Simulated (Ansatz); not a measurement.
Saddle point of BSi$_{4}$H$_{11}$Cl$_{2}$O$_{2}$, closed shell (BSi₄H₉Cl₂O ([SiH3][Si]([SiH3])([SiH3])[O][B]([Cl])[Cl]) + H₂O → BSi₄H₁₀ClO₂ ([OH][B]([Cl])[O][Si]([SiH3])([SiH3])[SiH3]) + HCl; bonds formed: Cl2–H9; dative contacts that become bonds: B1–O10; bonds broken: B1–Cl2, H9–O10), PBE0-D4/def2-TZVP structure:

```
20
angstrom
B -1.4597 -1.2217 -1.2927
Cl -0.0830 -2.9742 -0.5109
Cl -2.1961 -1.7147 -2.8214
O -0.7150 -0.1288 -1.1892
Si 0.3398 0.5403 -0.0639
Si 0.5721 2.7862 -0.6785
Si -0.5275 0.4196 2.1123
Si 2.4321 -0.5241 -0.1497
H -1.4922 -2.4149 0.1333
O -2.2724 -1.6269 -0.0802
H -0.7470 3.4744 -0.6947
H 1.4504 3.4498 0.3230
H 1.1960 2.9059 -2.0234
H -0.6610 -0.9889 2.5710
H 0.4290 1.1265 3.0088
H -1.8556 1.0856 2.2091
H 3.4574 0.5245 0.1220
H 2.6648 -1.0788 -1.5084
H 2.5672 -1.5865 0.8773
H -3.0994 -2.0534 -0.3442
```

Energies are electronic, without zero-point energy. Barriers and step energies count from the start structure reached by relaxing down the imaginary mode; all methods use the PBE0-D4 structures, on which another method's saddle can fall below an end. Program: Ansatz 0.2.0. Basis: def2-TZVPP, with def2-QZVPP for the basis limit. Cores are frozen in the correlated methods. B3LYP uses VWN-RPA correlation. Extrapolation: Hartree–Fock as exp(−7.88 √X), correlation as X^−2.97.

| method | barrier (kcal/mol) | step energy (kcal/mol) |
| --- | --- | --- |
| SPW92 | ? | -5.92 |
| PBE-D4 | 10.63 | -9.55 |
| BLYP-D4 | 10.60 | -13.26 |
| r2SCAN-D4 | 11.88 | -9.61 |
| B97M-V | 14.88 | -11.04 |
| PBE0-D4 | 13.20 | -9.19 |
| B3LYP-D4 | 12.61 | -12.94 |
| r2SCAN0-D4 | 13.70 | -9.39 |
| BHLYP-D4 | 15.47 | -12.84 |
| CAM-B3LYP-D4 | 13.60 | -12.84 |
| wB97X-V | 15.32 | -9.97 |
| wB97M-V | 14.70 | -9.36 |
| B2PLYP | 13.89 | -12.78 |
| PBE-QIDH | 15.17 | -8.77 |
| RPA on PBE | 15.36 | -11.52 |
| HF | ? | -17.87 |
| MP2 | ? | -8.96 |
| CCSD | 16.65 | -12.15 |
| CCSD(T) | 15.55 | -10.94 |

Problem. Fill in the withheld barriers. (Judge from chemistry; the value comes from the calculation.)

Solution. By the calculation: HF 19.60; SPW92 8.02; MP2 15.26 kcal/mol. Each is the energy of the saddle less that of the start structure, by the same method.

For comparison, the barrier by CCSD(T) at an estimated basis limit (MP2 extrapolated from triple and quadruple zeta, plus CCSD(T) − MP2 in triple zeta) is 15.29 kcal/mol.

The T1 diagnostic stays at or below 0.014.

The step is the kind of ligand exchange by which a precursor binds to a hydroxyl group, or is hydrolysed, in atomic layer deposition of oxides. Here a small cluster stands in for the surface site.

Labels in which every atom is bracketed show which atoms are joined, not bond orders.

For scale, one of the runs: CCSD(T)/def2-TZVPP, 499 basis functions, launched by `ansatz run in.yaml --threads 4 --pin off --events-out ev --progress --plain --max-ram 66560MiB --backend cuda --devices 0, --max-vram 37GiB`. The run took 72 s on 4 CPU threads of an AMD EPYC 7R13 and a share of one NVIDIA H100 (shared host), with 1.2 GiB of host memory at its peak.
